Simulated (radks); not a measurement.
The numbers below are computed, except where a source is named.
Question: The table gives one normalised radial function P(r) = r R(r) of Te12+ in [Kr] 4d4 (r in bohr). Level of theory: scalar-relativistic Kohn-Sham, BLYP, spin-polarised, spherical densities, finite nucleus; open shells are filled with parallel spins first (spin-orbit coupling, left out, can overturn this in heavy ions); Fermi nuclear charge, rms radius 4.7423 fm (a radial shooting solver on a logarithmic mesh with Libxc functionals).

| r | P |
|---|---|
| 0.002327 | 0.0000 |
| 0.003006 | 0.0001 |
| 0.003852 | 0.0001 |
| 0.004976 | 0.0003 |
| 0.006377 | 0.0006 |
| 0.008237 | 0.0012 |
| 0.01056 | 0.0023 |
| 0.01363 | 0.0047 |
| 0.01761 | 0.0092 |
| 0.02257 | 0.0176 |
| 0.02916 | 0.0336 |
| 0.03736 | 0.0611 |
| 0.04826 | 0.1092 |
| 0.06185 | 0.1834 |
| 0.07989 | 0.2953 |
| 0.1024 | 0.4350 |
| 0.1322 | 0.5876 |
| 0.1695 | 0.6902 |
| 0.2189 | 0.6657 |
| 0.2805 | 0.4386 |
| 0.3624 | -0.0214 |
| 0.4643 | -0.5846 |
| 0.5998 | -1.0710 |
| 0.7686 | -1.2348 |
| 0.9929 | -1.0246 |
| 1.272 | -0.6190 |
| 1.644 | -0.2510 |
| 2.106 | -0.0665 |
| 2.721 | -0.0091 |

Which n and l does it have? It may be an empty orbital.

Answer: n = 4, l = 2: the number of nodes gives n - l - 1 = 1, the rise at small r (about r^(l+1), flatter next to the nucleus through relativity) gives l, and the extent must fit the shell. The curve is that of 4d up; the table hardly tells the two spins apart. 4d up: eigenvalue -260.32 eV, 1 radial node at r = 0.359 bohr, <r> = 0.829 bohr, 90 % of the charge inside 1.22 bohr.
